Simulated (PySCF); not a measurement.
**Bonding in `FC(F)C1=CCCC[SiH+]1`**

C6H9F2Si (charge +1).
Atom-mapped SMILES: `[F:1][CH:2]([F:3])[C:4]1=[CH:5][CH2:6][CH2:7][CH2:8][SiH+:9]1` (hydrogens: H10 on C2; H11 on C5; H12, H13 on C6; H14, H15 on C7; H16, H17 on C8; H18 on Si9)

Structure used (GFN2-xTB), in Å, numbered top down from 1:
```
atom  x, y, z in Å
F1     2.790    1.713    0.289
C2     2.597    0.368    0.234
F3     2.993   -0.114    1.432
C4     1.116    0.128    0.054
C5     0.631   -1.004   -0.483
C6    -0.804   -1.345   -0.650
C7    -1.784   -0.172   -0.660
C8    -1.739    0.701    0.617
Si9   -0.001    1.418    0.808
H10    3.244   -0.056   -0.545
H11    1.327   -1.765   -0.817
H12   -0.921   -1.911   -1.577
H13   -1.061   -2.042    0.158
H14   -2.793   -0.571   -0.763
H15   -1.587    0.449   -1.535
H16   -2.509    1.472    0.549
H17   -2.000    0.086    1.484
H18    0.492    2.649    1.394
```

Bond orders from the PBE0/pcSseg-1 density (PySCF). Geometry: GFN2-xTB, one conformer, isolated ion.

Question: How far do the computed orders between heavy atoms stray from the drawn ones?

Answer: The largest departure is 0.350, at C4–C5 (drawn double, 1.650). Drawn double or triple, more than 0.30 short of the drawn order: C4–C5 (1.650). The SMILES, with its formal charges, is one Lewis structure only.

Question: Give the Mayer order of every bond between heavy atoms, beside its length.

Answer: 
```
  bond  drawn as  length (Å)  Mayer order
 F1–C2    single       1.360        0.919
 C2–F3    single       1.351        0.980
 C2–C4    single       1.510        0.975
 C4–C5    double       1.345        1.650
 C5–C6    single       1.484        1.093
 C6–C7    single       1.529        1.048
 C7–C8    single       1.547        1.011
C8–Si9    single       1.889        0.989
Si9–C4    single       1.865        1.033
```

Bonds between the same two heavy elements. C–F: lowest F1–C2 (0.919, 1.360 Å), highest C2–F3 (0.980, 1.351 Å). C–C: lowest C2–C4 (0.975, 1.510 Å), highest C4–C5 (1.650, 1.345 Å); in 2 of the 10 pairs the longer bond (by over 0.003 Å) has the higher order (by 0.02 or more). C–Si: lowest C8–Si9 (0.989, 1.889 Å), highest Si9–C4 (1.033, 1.865 Å).

Question: And the bonds to hydrogen?

Answer: C–H: 0.89 to 0.96 (8 bonds); H–Si: 0.94 (1 bond).

Question: Sum the orders of all bonds at each heavy atom with more than one neighbour and set the sums beside the valence in the SMILES.

Answer: C2 3.836 (drawn 4), C4 3.658 (drawn 4), C5 3.700 (drawn 4), C6 3.944 (drawn 4), C7 3.932 (drawn 4), C8 3.829 (drawn 4), Si9 2.957 (drawn 3). Orders between atoms that aren't bonded are not in these sums.

Mayer orders depend on the basis set.
